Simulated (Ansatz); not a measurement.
`N#C[Si](F)(F)C#N` + HCl → `N#C[Si](F)(F)Cl` + `C#N` at 400 K and 1 bar (ligand exchange at the Si–C bond).

Program: Ansatz. Geometries: PBE0-D4/def2-TZVP. ΔE: electronic, gas phase. CBS: MP2 limit from def2 TZ/QZ plus the TZ coupled-cluster correction, frozen cores. This one scheme is used for every species.

```
           species  CCSD(T)/CBS energy (Eh)  H − E (kJ/mol)  S (J/(mol·K))
`N#C[Si](F)(F)C#N`               -674.28873            96.0          388.5
               HCl               -460.38127            29.6          195.4
 `N#C[Si](F)(F)Cl`              -1041.37860            74.2          373.8
             `C#N`                -93.32098            56.1          211.9
```

H − E and S are ideal-gas, rigid-rotor, harmonic terms from PBE0-D4/def2-TZVP. 1 Eh = 2625.50 kJ/mol, R = 8.31446 J/(mol·K).

Question: By hand: ΔE, ΔH, ΔS and ΔG.

Answer: ΔE = (-1041.37860) + (-93.32098) − (-674.28873) − (-460.38127) = -0.02958 Eh = -77.7 kJ/mol. Δ(H − E) = 74.2 + 56.1 − 96.0 − 29.6 = 4.7, so ΔH = -73.0 kJ/mol. ΔS = 373.8 + 211.9 − 388.5 − 195.4 = 1.8 J/(mol·K). ΔG = -73.0 − 400 × (1.8)/1000 = -73.7 kJ/mol.

Question: By hand: the equilibrium constant, and the temperature at which ΔG would vanish if ΔH and ΔS stayed fixed.

Answer: log₁₀ K = −ΔG/(RT ln 10) = 9.6. ΔH and −TΔS have one sign here, so there is no such temperature.

The number of gas molecules stays the same, so ΔS is small and ΔH decides. A doubt of 5 kJ/mol in ΔE shifts log₁₀ K by 0.7 here. These are equilibria of isolated gas molecules and say nothing of rates. Largest T1 diagnostic: 0.014 (customary marks: 0.02 for closed shells, 0.045 for open ones).

ΔS is within the doubt of such terms, so its sign, and with it that verdict, could turn.
